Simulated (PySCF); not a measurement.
Sc(F)3 cation (F3Sc), SMILES [F][Sc]([F])[F] (connectivity only; charge and spin as stated), charge +1, multiplicity 2.

Geometry: B3LYP-D3(BJ)/def2-SVP. The spin state was assumed, not searched. The isomer is the one that the SMILES or the coordinates give; other isomers of the formula were not compared.

Calculation: PySCF with B3LYP-D3(BJ)/def2-SVP.

Frequencies are harmonic and unscaled.

Task: List the normal modes with their intensities. (Estimate from the structure and the level; the computed values follow.)

Result: 
```csv
mode,ν (cm⁻¹),IR (km/mol),moving atoms (share of kinetic energy)
1,116,26.7,"F 85 %, Sc 15 %"
2,140,33.5,"F 71 %, Sc 29 %"
3,332,19.6,"F 88 %, Sc 12 %"
4,335,5.7,"F 78 %, Sc 22 %"
5,648,84.8,"F 71 %, Sc 29 %"
6,846,185.1,"F 68 %, Sc 32 %"
```
